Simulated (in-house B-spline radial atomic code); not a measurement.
Values are calculated unless marked as measured or tabulated.
Making a Troullier-Martins p channel for Ni, r_c = 0.73 bohr

Ni, [Ar] 3d8 4s2, non-relativistic LDA (VWN5), spherical and spin-unpolarised, from an all-electron radial atomic-structure program (B-spline basis) (atomic units). The all-electron 3p level is ε = -2.594159 hartree, its outermost node lies just inside 0.28 bohr and its outer maximum at 0.65 bohr.

Inside r_c the pseudo-orbital is u(r) = r^2 exp(p(r)), with p = c0 + c2 r² + c4 r⁴ + … + c12 r¹². The seven coefficients follow from p and its first four derivatives at r_c, from zero curvature of the screened potential at the origin, c4 = −c2²/(2l + 5), and from the norm inside r_c. At r_c the all-electron orbital has P = 1.187865, P' = -0.6767921, the screened potential V = -7.191066, V' = 22.35921, V'' = -92.22804, and the norm inside is Q = 0.4825572.

(1) What are p, p' and p'' at r_c?

For a trial c2 the five matching conditions are linear in c0, c6, c8, c10 and c12, and c2 is varied until the norm inside r_c equals Q. The root nearest zero gives:

```
 n         c_n
 0    1.917299
 2   -1.460535
 4  -0.3047375
 6   -9.860281
 8    27.91185
10   -29.64346
12    11.54148
```

(2) Check c4 and p(r_c), and find the screened pseudopotential at the origin.

Orbitals and screened potentials:

| r (bohr) | P | u | V all-electron | V pseudo |
| --- | --- | --- | --- | --- |
| 0.073 | -0.4671 | 0.03597 | -295.4 | -9.904 |
| 0.182 | -0.5238 | 0.2145 | -87.26 | -10.14 |
| 0.292 | 0.1201 | 0.5085 | -42.11 | -11.06 |
| 0.402 | 0.7326 | 0.8395 | -24.28 | -12.32 |
| 0.511 | 1.087 | 1.099 | -15.41 | -12.34 |
| 0.62 | 1.212 | 1.212 | -10.33 | -10.12 |
| 0.73 | 1.188 | 1.188 | -7.191 | -7.191 |

Logarithmic derivatives P'/P at R = 1.03 bohr, for energies E around ε:

| E − ε (hartree) | all-electron | pseudo |
| --- | --- | --- |
| -0.5 | -0.586817 | -0.587377 |
| -0.25 | -1.0228 | -1.02297 |
| -0.1 | -1.32212 | -1.32215 |
| 0 | -1.54078 | -1.54078 |
| 0.1 | -1.77713 | -1.77717 |
| 0.25 | -2.17047 | -2.17076 |
| 0.5 | -2.95804 | -2.95961 |

(3) With P(R) = 0.8409583 and a norm of 0.8031238 inside R, what slope in energy does norm conservation fix?

Answers

(1) p = ln(P/r_c^2) = ln(1.187865/0.5329) = 0.80158. p' = P'/P − 2/r_c = -0.56976 − 2.73973 = -3.30948. The radial equation gives p'' = 2(V − ε) − 2(2) p'/r_c − p'² = -9.19381 − (-18.13414) − 10.95266 = -2.01234. Differentiating, p''' = 2V' + 2(2)p'/r_c² − 2(2)p''/r_c − 2p'p'' = 17.584, and p'''' = 2V'' − 4(2)p'/r_c³ + 4(2)p''/r_c² − 2(2)p'''/r_c − 2p''² − 2p'p''' = -134.67.

(2) −c2²/7 = -0.304737, as listed. The terms c_n r_c^n are 1.91730, -0.77832, -0.08654, -1.49220, 2.25098, -1.27397, 0.26432, which sum to 0.80158. Inverting the radial equation, V_l(r) = ε + 2 p'/r + (p'' + p'²)/2, so V_l(0) = ε + (2l + 3) c2 = -2.594159 + 5 × (-1.46053) = -9.8968 hartree, finite where the all-electron potential diverges.

(3) d(P'/P)/dE = −2 × (norm inside R)/P(R)² = -2.2712 per hartree·bohr at E = ε, for both atoms, since orbital and norm agree at R. Differences over ±0.1 hartree give -2.2751 (all-electron) and -2.2751 (pseudo), which also hold third-order terms. Half a hartree below ε the two curves differ by -0.0006.
